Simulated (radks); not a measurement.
Values are calculated unless marked as measured or tabulated.
V V, 19 electrons, occupied as [Ne] 3s2 3p5.5 3d1 4d0.5 (fractional occupations, a model configuration).

Level of theory: non-relativistic Kohn-Sham, B86b exchange with PBE correlation, spin-unpolarised, spherical densities, point nucleus (a radial shooting solver on a logarithmic mesh with Libxc functionals).

Energy parts (Ry):
part                       energy
total                 -1877.75060
kinetic                1876.31778
electron-nucleus      -4365.76900
Hartree                 698.15520
exchange-correlation    -86.45458

Orbitals (lengths in bohr, moments of r in powers of bohr; r(max) is where P^2 peaks):
orbital  occ.  eigenvalue (Ry)   <1/r>   r(max)
1s          2        -396.2617   22.53  0.04410
2s          2        -48.51421   4.739   0.2580
2p          6        -41.66628   4.679   0.2091
3s          2         -9.40481   1.527   0.8129
3p        5.5         -7.49100   1.425   0.8260
3d          1         -4.46738   1.197   0.8021
4d        0.5         -1.80068  0.4379    2.847

The highest occupied level is 4d at -24.499 eV. The density falls to 0.001 e/bohr^3 at r = 3.57 bohr.

Run on one thread of a shared host, so times are rough (AMD EPYC 7R43 64-Core Processor): 0.07 s of CPU time, 0.07 s wall, 14 iterations on 2476 mesh points.
